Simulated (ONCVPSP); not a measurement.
An all-electron radial function and its pseudo partner (Si (Z = 14))

Columns: radius, all-electron u(r) and pseudo u(r) of the 2s shell (level -149.00 eV) of silicon in the configuration [He] 2s2 2p6 3s2 3p1; PBE, scalar-relativistic, ONCV scheme, ONCVPSP 4.0.1.

```json
{"r (bohr)": "0.055", "all-electron": "-0.6330", "pseudo": "0.2568"}
{"r (bohr)": "0.110", "all-electron": "-0.3753", "pseudo": "0.5022"}
{"r (bohr)": "0.165", "all-electron": "0.1187", "pseudo": "0.7256"}
{"r (bohr)": "0.220", "all-electron": "0.5897", "pseudo": "0.9181"}
{"r (bohr)": "0.275", "all-electron": "0.9524", "pseudo": "1.0733"}
{"r (bohr)": "0.330", "all-electron": "1.1936", "pseudo": "1.1875"}
{"r (bohr)": "0.385", "all-electron": "1.3275", "pseudo": "1.2596"}
{"r (bohr)": "0.440", "all-electron": "1.3772", "pseudo": "1.2912"}
{"r (bohr)": "0.495", "all-electron": "1.3654", "pseudo": "1.2860"}
{"r (bohr)": "0.550", "all-electron": "1.3115", "pseudo": "1.2495"}
{"r (bohr)": "0.605", "all-electron": "1.2312", "pseudo": "1.1886"}
{"r (bohr)": "0.660", "all-electron": "1.1357", "pseudo": "1.1097"}
{"r (bohr)": "0.715", "all-electron": "1.0335", "pseudo": "1.0196"}
{"r (bohr)": "0.770", "all-electron": "0.9303", "pseudo": "0.9239"}
{"r (bohr)": "0.825", "all-electron": "0.8300", "pseudo": "0.8277"}
{"r (bohr)": "0.880", "all-electron": "0.7353", "pseudo": "0.7345"}
{"r (bohr)": "0.935", "all-electron": "0.6474", "pseudo": "0.6472"}
{"r (bohr)": "0.990", "all-electron": "0.5671", "pseudo": "0.5670"}
{"r (bohr)": "1.045", "all-electron": "0.4945", "pseudo": "0.4944"}
{"r (bohr)": "1.100", "all-electron": "0.4297", "pseudo": "0.4296"}
{"r (bohr)": "1.155", "all-electron": "0.3721", "pseudo": "0.3721"}
{"r (bohr)": "1.210", "all-electron": "0.3214", "pseudo": "0.3213"}
{"r (bohr)": "1.265", "all-electron": "0.2769", "pseudo": "0.2768"}
{"r (bohr)": "1.320", "all-electron": "0.2381", "pseudo": "0.2381"}
{"r (bohr)": "1.375", "all-electron": "0.2044", "pseudo": "0.2043"}
{"r (bohr)": "1.430", "all-electron": "0.1752", "pseudo": "0.1752"}
```

Q: How many radial nodes do the two functions have?

A: The all-electron 2s function has n − l − 1 = 1; the pseudo-wave has 0, since the states of the same l below it are removed with the core.

Q: At about which radius was the pseudo-wave matched?

A: 1.10 bohr. The columns agree to 0.0005 from 0.94 bohr on; several derivatives are matched, so the curves merge somewhat inside the radius.

Q: Is the pseudo-wave norm-conserving?

A: Yes: the ONCV scheme keeps the norm inside the radius equal to the all-electron one, which fixes the energy derivative of the logarithmic derivative at the level.
